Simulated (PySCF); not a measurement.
Fractional electron number in Hf (hafnium, neutral)

The 5d alpha orbital of [Xe] 4f14 5d2 6s2 is emptied in steps (occupation f), with all orbitals relaxed, ending at [Xe] 4f14 5d1 6s2. All numbers are calculated (PySCF 2.14, scalar relativity through the core potential, in def2-TZVP with the def2 core potential (60 electrons) (6s4p3d1f, 40 functions)). The exact energy is a straight line in f; departures are measured from the line between the end points of the same method.

```csv
f,r2SCAN (eV)
1,0.000
0.9,-0.315
0.7,-0.740
0.5,-0.885
0.3,-0.745
0.1,-0.319
0,0.000
```

| method | E(f=0) − E(f=1) (eV) | −ε at f=1 (eV) | −ε at f=0.5 (eV) |
| --- | --- | --- | --- |
| r2SCAN | 7.232 | 3.753 | 7.215 |

Orbital energy along the path (eV):

```json
{"f": "1", "r2SCAN": "-3.753"}
{"f": "0.9", "r2SCAN": "-4.422"}
{"f": "0.7", "r2SCAN": "-5.800"}
{"f": "0.5", "r2SCAN": "-7.215"}
{"f": "0.3", "r2SCAN": "-8.647"}
{"f": "0.1", "r2SCAN": "-10.074"}
{"f": "0", "r2SCAN": "-10.778"}
```

Reference removal energy between the ground levels: 6.825 eV (measured; NIST Atomic Spectra Database, ionization energies). The calculation has no spin-orbit coupling.
